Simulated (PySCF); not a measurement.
# Relaxation of singlet Cs₂F₂

Level of theory: PBE0/[Cs def2-TZVP with ECP46, F def2-TZVP], scalar-relativistic core potentials, density fitting, no spin–orbit coupling, PySCF. A (50,194) grid was used.

A hand-made rhombic ring start, of D2h symmetry, held to at least that symmetry:

```xyz
4
charge 0 multiplicity 1, angstrom
Cs    2.1398    0.0000    0.0000
Cs   -2.1398    0.0000    0.0000
F     0.0000    2.2947    0.0000
F     0.0000   -2.2947    0.0000
```

Question: What does it relax to?

Answer: It ends at D2h with Cs–F 2.616 Å (×4); Cs–F–Cs 102.3° (×2), F–Cs–F 77.7° (×2) (after a last refinement on a finer grid). A frequency run shows a minimum. Other isomers or separated fragments may lie lower.

Question: How much energy is released, and in how many steps?

Answer: 119.6 kJ/mol in 9 steps.

The relaxation took 20 s on 4 threads of a shared Arm Neoverse V1 host, with 120 basis functions and 11 gradients; the process peaked at 0.73 GiB. Launch command: `OMP_NUM_THREADS=4 python axn.py task.json out`.
